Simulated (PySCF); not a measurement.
## Electron correlation in Zr+ (zirconium, charge +1)

Starting occupation: [Kr] 4d1 5s2, 4d5/2 with m_j = +5/2. All numbers are calculated (PySCF 2.14, X2C-1e with screened-nucleus spin-orbit coupling, Gaussian nucleus, in x2c-TZVPall-2c (8s9p7d1f, 77 functions)). Frozen: [Ar] 3d10; 11 electrons correlated; the 6 highest virtual spinors left out.

MP2 pair energies summed by pair of shells (mhartree):

```json
{"pair": "4p-4p", "energy": "-110.86", "share (%)": "47.0"}
{"pair": "4p-5s", "energy": "-37.42", "share (%)": "15.8"}
{"pair": "4d-4p", "energy": "-24.16", "share (%)": "10.2"}
{"pair": "4p-4s", "energy": "-21.95", "share (%)": "9.3"}
{"pair": "5s-5s", "energy": "-19.37", "share (%)": "8.2"}
{"pair": "4d-5s", "energy": "-11.60", "share (%)": "4.9"}
{"pair": "4s-4s", "energy": "-5.69", "share (%)": "2.4"}
{"pair": "4d-4s", "energy": "-2.55", "share (%)": "1.1"}
{"pair": "4s-5s", "energy": "-2.49", "share (%)": "1.1"}
```

Total MP2 correlation energy: -236.10 mhartree.

The GHF reference relaxed away from the jj start to a determinant that is no pure jj level (⟨S²⟩ = 0.79, ⟨J²⟩ = 9.97); the energies belong to that determinant.

This basis was not built for core-valence correlation, so the inner-shell part is incomplete.
